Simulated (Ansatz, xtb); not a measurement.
Relative energy of two isomers of CH4FGeO

Structure a: `C[O][GeH][F]`, a doublet. Structure b: `[CH3][Ge]([OH])[F]`, a doublet. Both are isolated molecules in the gas phase, relaxed with B3LYP-D3(BJ)/def2-SVP; the shapes shown needn't be the lowest conformers.

a (Å):

```xyz
8

C     0.7732   -1.3720    0.8428
F    -1.5203    1.1132    3.1537
Ge   -1.0751    0.6328    1.5315
O     0.2414   -0.5362    1.8465
H     1.2576   -2.2311    1.3348
H    -0.0002   -1.7677    0.1558
H     1.5395   -0.8527    0.2388
H    -2.3109   -0.1726    0.9559
```

b (Å):

```xyz
8

C     0.2399   -3.0307    0.7347
F    -0.2474   -0.6811   -1.0981
Ge   -0.3028   -2.4475   -1.0816
O    -2.0466   -2.8453   -1.1902
H    -0.2982   -2.3837    1.4440
H    -0.0576   -4.0794    0.8722
H     1.3245   -2.9207    0.8645
H    -2.5239   -2.3041   -1.8355
```

**Question.** Estimate E(b) − E(a) at the level CCSD(T)/def2-SVP + ΔMP2/def2-TZVPP.

**Answer.** Calculated at CCSD(T)/def2-SVP + ΔMP2/def2-TZVPP: E(b) − E(a) = −26.1 kcal/mol, so structure b lies lower.

Level by level:

```
                             level               geometry  E(b) − E(a) (kcal/mol)  departure from the last row (kcal/mol)  job, with rough time for the two
                          GFN2-xTB               GFN2-xTB                     −12.8                                   +13.4              optimisation, 0.15 s
                         HF/STO-3G               GFN2-xTB                     −11.7                                   +14.5              single point, 0.58 s
                r2SCAN-D4/def2-SVP               GFN2-xTB                     −21.8                                    +4.3               single point, 6.9 s
             B3LYP-D3(BJ)/def2-SVP  B3LYP-D3(BJ)/def2-SVP                     −20.3                                    +5.8             optimisation, 2.4 min
                       HF/def2-SVP  B3LYP-D3(BJ)/def2-SVP                     −20.3                                    +5.8           part of the CCSD(T) run
                      MP2/def2-SVP  B3LYP-D3(BJ)/def2-SVP                     −23.4                                    +2.8           part of the CCSD(T) run
                  CCSD(T)/def2-SVP  B3LYP-D3(BJ)/def2-SVP                     −21.3                                    +4.9                      single point
CCSD(T)/def2-SVP + ΔMP2/def2-TZVPP  B3LYP-D3(BJ)/def2-SVP                     −26.1                                                        single point, 79 s
```

As drawn, b has 1 C–Ge, 1 O–H in place of 1 C–O, 1 Ge–H.

None of the levels shown reverses the order. The largest departure from CCSD(T)/def2-SVP + ΔMP2/def2-TZVPP is that of HF/STO-3G, 14.5 kcal/mol. The last row adds to CCSD(T) the change of the MP2 difference between the two basis sets, here −4.9 kcal/mol, a large step that makes the value less sure.

With harmonic frequencies from B3LYP-D3(BJ)/def2-SVP (ideal gas, rigid rotor, one conformer each, 298.15 K, 1 atm): on the last row, ΔE + ΔZPE = −25.6 kcal/mol. A mode under 50 cm⁻¹ makes harmonic enthalpies and free energies unreliable, so none is given.

Open shells are spin-unrestricted. The correlated steps freeze 12 core orbitals; the filled d shell of Ge is correlated, in a basis made for valence electrons. Run with Ansatz 0.2.0, xtb 6.7.1; the last row on 2 threads of Arm Neoverse V1 on a shared host.
